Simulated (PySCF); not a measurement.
**In²⁺: ionisation energy**

In²⁺ [Kr] 4d10 5s1 [5s1/2^1, M_J = 1/2] → In³⁺ [Kr] 4d10, as a difference of total energies. Calculation: PySCF 2.14, in x2c-TZVPPall-2c; the two-component X2C-1e Hamiltonian. Correlated levels: [Ar] 3d10 frozen; the 6 highest virtual spinors dropped. "Screened" scales the spin-orbit matrix elements by Boettger's factors to mimic the two-electron term; Breit and QED terms are absent.

| method | ionisation energy (eV) | error (eV) |
| --- | --- | --- |
| GHF (spin-free) | 26.664 | -1.380 |
| GMP2 (spin-free) | 27.935 | -0.109 |
| GHF (screened spin-orbit) | 26.667 | -1.377 |
| GMP2 (screened spin-orbit) | 27.938 | -0.106 |

Reference: 28.044 eV (measured; NIST Atomic Spectra Database, ionization energies).

Errors of the correlated levels include the incompleteness of this basis and the frozen core.
